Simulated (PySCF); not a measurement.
Cl₄MoO, charge -1, doublet, geometry from GFN2-xTB (such geometries of metal compounds can be far from the true shape) (the multiplicity is a formal guess) (core potentials on Mo), with bond 2-1 at 1.25 times its length.

Here is a job for PySCF.
```python
from pyscf import gto, scf, dft

mol = gto.M(
    atom='''
Mo    0.184811   -0.202703    0.163506
O     1.372721   -1.505621    1.214474
Cl   -1.228596   -1.449971   -1.244801
Cl    0.733209    1.993319    0.806522
Cl    1.284856    0.363019   -1.838139
Cl   -1.780244    0.180329    1.399860
''',
    basis='def2-sv(p)',
    ecp={'Mo': 'def2-sv(p)'},
    charge=-1,
    spin=1,
    verbose=4,
)

mf = dft.UKS(mol)
mf.xc = 'b3lyp'
mf.kernel()
mo_i, mo_e, stable_i, stable_e = mf.stability(internal=True, external=False, return_status=True, nroots=6, tol=1e-6)
print('internally stable:', stable_i, ' externally stable:', stable_e)
if not stable_i:
    umf = mf.copy()
    umf.scf_summary = {}
    umf.kernel(umf.make_rdm1(mo_i, mf.mo_occ))
```

What does this run give for the Mulliken (on the basis functions themselves) charges in atom order, total energy, HOMO energy, number of basis functions, <S^2>, nuclear repulsion energy?


The Mulliken (on the basis functions themselves) charges in atom order comes out as Mo1 0.50, O2 -0.44, Cl3 -0.26, Cl4 -0.26, Cl5 -0.26, Cl6 -0.26. The total energy comes out as -1983.911105 Ha, the HOMO energy is -2.63 eV and the number of basis functions comes out as 110. The <S^2> is 0.826 and the nuclear repulsion energy is 585.7894 Eh.

These values belong to the state on which the SCF converged, which isn't shown to be the lowest.
